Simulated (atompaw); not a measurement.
**neodymium: from the effect back to the setting (PAW (atompaw))**

Base potential:

```json
{
 "Element": "neodymium (Nd)",
 "Generator": "atompaw 4.2.0.5",
 "Type": "PAW",
 "Functional": "PBE",
 "Relativity": "scalar-relativistic",
 "Frozen core": "[Kr] 4d10 5s2",
 "Valence charge": "12",
 "Reference configuration": "4f4 5p6 5d0 6s1.75 6p0 (charge +0.25)",
 "Partial waves": "6s (bound): rc 2.85 bohr; 6s channel at 0.1 Ry: rc 2.85 bohr; 5p (bound): rc 2.80 bohr; 6p (bound, empty): rc 3.00 bohr; 5d (bound, empty): rc 3.00 bohr; 5d channel at 0.7 Ry: rc 3.00 bohr; 4f (bound): rc 0.90 bohr; 4f channel at 1.7 Ry: rc 0.90 bohr",
 "Local potential": "ultrasoft scheme with l = 4 at 0 Ry, radius 2.30 bohr",
 "Core correction": "smooth core density matched at 2.30 bohr",
 "Augmentation charge": "gaussian compensation charge, radius 2.85 bohr; PAW radius 3.00 bohr; waves and projectors: custom polynom vanderbiltortho"
}
```

Cutoffs, loose and tight: the cutoffs (Ry, on a coarse ladder) from which the occupation-weighted sum of valence levels, in a spherical-Bessel basis at the reference potential, stays within 10 and 1 mRy of its value at 400 Ry. They see the waves, projectors and local potential, not the compensation charge or the core.

Only the scale of all radii (base = 1) is moved (1 further runs of the sweep failed or gave no value and are left out):

| scale of all radii (base = 1) | cutoff, loose | cutoff, tight | bound ghosts |
| --- | --- | --- | --- |
| 0.84 | 300 Ry | over 300 Ry | s |
| 0.95 | 260 Ry | over 300 Ry | s |
| 1.01 | 230 Ry | over 300 Ry | s |
| 1.18 | 160 Ry | 260 Ry | s |
| 1.29 | 140 Ry | 230 Ry | s |

Q: One more run gave cutoff, loose: 180 Ry; cutoff, tight: 300 Ry; bound ghosts: s. Which value of the scale of all radii (base = 1) was used?

A: 1.12. The loose cutoff moves one way along this sweep, from 300 Ry at 0.84 to 140 Ry at 1.29, which places the run between 1.01 and 1.18.
